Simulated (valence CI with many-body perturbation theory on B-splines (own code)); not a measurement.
**Energy levels of Bi LXXVII**

Calculated by configuration interaction combined with many-body perturbation theory (CI+MBPT): five valence electrons over a frozen Dirac-Fock core [He], radial functions for each j: 11 s, 11 p, 10 d, 8 f, 5 g, 2 h, with the one-electron correlation potential Σ1 (screened to all orders), the two-electron term Σ2, the three-electron term Σ3, Breit, model QED; selected single and double excitations, second order for the rest, scaled by the run's own slope (own B-spline code, finite nucleus).

The last digits are not significant, and no measured levels were compared; by estimate large intervals hold to a few tenths of a per cent, small ones and those within an open d or f shell to about a per cent. Among the levels kept, up to 7700 cm⁻¹ of a level comes from second order outside the variational space, and about a tenth of that is noise between levels of different J, which matters for small intervals.

Levels 181 to 202 of 202, with energies above the lowest level, (2s^2 2p1/2^2 2p3/2) J=3/2. "Leading %" is the weight of the configuration and term that name the level; weights of strongly mixed levels are sums over their largest components and can fall short. In the jj column 3d3/2^4 stands for four electrons in 3d with j = 3/2. Lifetimes count E1, E2, E3, M1 and M2 decay at the calculated energies, and are blank where another channel may lead or the interval is too uncertain; long ones can be off by a factor of two.

```tsv
No.	Configuration	Term	J	E (Ry)	Leading %	Second component	Lifetime	Leading jj
181	2s 2p3 3d	4D°	5/2	1279.5	44	19 % 2s 2p3 3d 2F°	367 as	2s 2p1/2 2p3/2^2 3d5/2 (94 %)
182	2s 2p3 3d	4D°	3/2	1279.9	45	21 % 2s 2p3 3d 2D°	334 as	2s 2p1/2 2p3/2^2 3d5/2 (95 %)
183	2s 2p3 3d	2S°	1/2	1282.1	50	36 % 2s 2p3 3d 2P°	505 as	2s 2p1/2 2p3/2^2 3d5/2 (91 %)
184	2s 2p3 3d	2F°	7/2	1282.2	52	30 % 2s 2p3 3d 4D°	501 as	2s 2p1/2 2p3/2^2 3d5/2 (98 %)
185	2s 2p3 3d	2P°	3/2	1282.7	55	19 % 2s 2p3 3d 4S°	382 as	2s 2p1/2 2p3/2^2 3d5/2 (98 %)
186	2s 2p3 3d	2D°	5/2	1283.2	53	21 % 2s 2p3 3d 4P°	317 as	2s 2p1/2 2p3/2^2 3d5/2 (98 %)
187	2s 2p3 3d	4P°	5/2	1286.4	31	29 % 2s 2p3 3d 4D°	816 as	2s 2p1/2 2p3/2^2 3d5/2 (100 %)
188	2s 2p3 3d	4D°	7/2	1287.5	53	14 % 2s 2p3 3d 2G°	7.92 fs	2s 2p1/2 2p3/2^2 3d5/2 (98 %)
189	2s 2p3 3d	4D°	5/2	1288.0	38	33 % 2s 2p3 3d 2D°	912 as	2s 2p1/2 2p3/2^2 3d5/2 (99 %)
190	2s 2p3 3d	2G°	9/2	1288.2	81	13 % 2s 2p3 3d 4G°	13.1 fs	2s 2p1/2 2p3/2^2 3d5/2 (100 %)
191	2s 2p3 3d	2F°	7/2	1288.6	57	17 % 2s 2p3 3d 4D°	3.23 fs	2s 2p1/2 2p3/2^2 3d5/2 (100 %)
192	2s 2p3 3d	2F°	7/2	1289.1	48	28 % 2s 2p3 3d 4F°	409 as	2s 2p1/2 2p3/2^2 3d5/2 (100 %)
193	2s 2p3 3d	2D°	3/2	1289.5	50	18 % 2s 2p3 3d 2P°	377 as	2s 2p1/2 2p3/2^2 3d5/2 (99 %)
194	2s 2p3 3d	2F°	5/2	1289.7	39	33 % 2s 2p3 3d 2D°	1.28 fs	2s 2p1/2 2p3/2^2 3d5/2 (100 %)
195	2s 2p3 3d	2P°	3/2	1289.9	37	25 % 2s 2p3 3d 2D°	2.22 fs	2s 2p1/2 2p3/2^2 3d5/2 (98 %)
196	2s 2p3 3d	2S°	1/2	1289.9	47	36 % 2s 2p3 3d 2P°	348 as	2s 2p1/2 2p3/2^2 3d5/2 (99 %)
197	2s 2p3 3d	2P°	3/2	1290.8	37	27 % 2s 2p3 3d 2D°	226 as	2s 2p1/2 2p3/2^2 3d5/2 (99 %)
198	2s 2p3 3d	2D°	5/2	1290.9	44	27 % 2s 2p3 3d 2F°	237 as	2s 2p1/2 2p3/2^2 3d5/2 (99 %)
199	2p4 3p	4D°	7/2	1296.0	66	32 % 2p4 3p 2F°	1.62 fs	2p1/2^2 2p3/2^2 3p3/2 (97 %)
200	2p4 3p	2D°	5/2	1296.0	50	39 % 2p4 3p 4P°	1.55 fs	2p1/2^2 2p3/2^2 3p3/2 (97 %)
201	2p4 3p	2P°	1/2	1296.1	50	37 % 2p4 3p 2S°	1.48 fs	2p1/2^2 2p3/2^2 3p3/2 (98 %)
202	2p4 3p	2P°	3/2	1300.3	47	23 % 2p4 3p 4S°	1.59 fs	2p1/2^2 2p3/2^2 3p3/2 (98 %)
```
